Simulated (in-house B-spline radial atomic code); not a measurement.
Configurations of the barium ion Ba²⁺, with energies counted from [Kr] 4d10 5s2 5p6. Level of theory: scalar-relativistic (X2C) BHandHLYP, spin-polarised, spherical fractional occupations, exact exchange averaged over the configuration, Fermi nucleus of rms radius 4.8378 fm; calculated with a radial B-spline atomic code at the basis-set limit. Shells without spins written out take the highest spin.

Occupations are held fixed; configurations that lie above the ionisation limit could autoionise.

| configuration | E - E(ref) (eV) | highest orbital | its <r> (bohr) |
| --- | --- | --- | --- |
| [Kr] 4d10 5s2 5p5 6f1 | 31.332 | 6f up | 10.42 |
| [Kr] 4d10 4f1 5s1 5p6 | 38.132 | 4f up | 1.52 |
| [Kr] 4d9 4f1 5s2 5p6 | 93.431 | 4f up | 1.258 |
| [Ar] 3d10 4s2 4p5 4d10 5s2 5p6 5f1 | 203 | 5f up | 5.82 |
| [Ar] 3d9 4s2 4p6 4d10 5s2 5p6 6p1 | 793.21 | 6p up | 4.403 |
| [Ar] 3d9 4s2 4p6 4d10 5s2 5p6 5f1 | 799.06 | 5f up | 5.782 |

Task: Order these further configurations by energy, lowest first.
A. [Ar] 3d9 4s2 4p6 4d10 4f1 5s2 5p6
B. [Ar] 3d9 4s2 4p6 4d10 5s2 5p6 5d1
C. [Kr] 4d10 5s1 5p6 6s1
D. [Kr] 4d10 5s2 5p5 5d1
E. [Kr] 4d10 5s1 5p6 5f1

Result: D (17.931 eV), C (36.578 eV), E (46.086 eV), A (786.5 eV), B (787.81 eV).

Task: How far above the reference does [Kr] 4d10 4f1 5s2 5p5 lie?

Result: 21.768 eV; its least bound orbital is 4f up with <r> = 1.613 bohr.
